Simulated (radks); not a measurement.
Excited configurations of Fe III: one electron is placed in a higher orbital outside [Ar] 3d5. The ground configuration is [Ar] 3d6. All-electron calculation, non-relativistic Kohn-Sham, LDA (Slater exchange, Perdew-Wang correlation), spin-polarised, spherical densities, point nucleus; open shells are filled with parallel spins first. Program: a radial shooting solver on a logarithmic mesh with Libxc functionals. Excitation = E - E(ground); binding = E(ion) - E, where the ion is the core of charge +3; n* = 3/sqrt(2 binding) in atomic units, and the quantum defect is n - n*.

4d: excitation (eV) 19.070; binding (eV) 12.778; n* 3.096; quantum defect 0.904
5s: excitation (eV) 19.209; binding (eV) 12.639; n* 3.113; quantum defect 1.887
6s: excitation (eV) 24.510; binding (eV) 7.338; n* 4.085; quantum defect 1.915
6p: excitation (eV) 25.450; binding (eV) 6.398; n* 4.375; quantum defect 1.625
7s: excitation (eV) 27.040; binding (eV) 4.808; n* 5.047; quantum defect 1.953
7p: excitation (eV) 27.547; binding (eV) 4.300; n* 5.336; quantum defect 1.664
7d: excitation (eV) 28.390; binding (eV) 3.458; n* 5.951; quantum defect 1.049

The Delta-SCF ionisation energy is 31.848 eV (NIST Atomic Spectra Database: 30.65 eV, measured). Self-interaction in the functional shifts the binding energies and quantum defects, so they are the method's values and not measured ones. Open shells are spherical and high-spin; term and fine-structure splittings are not resolved.
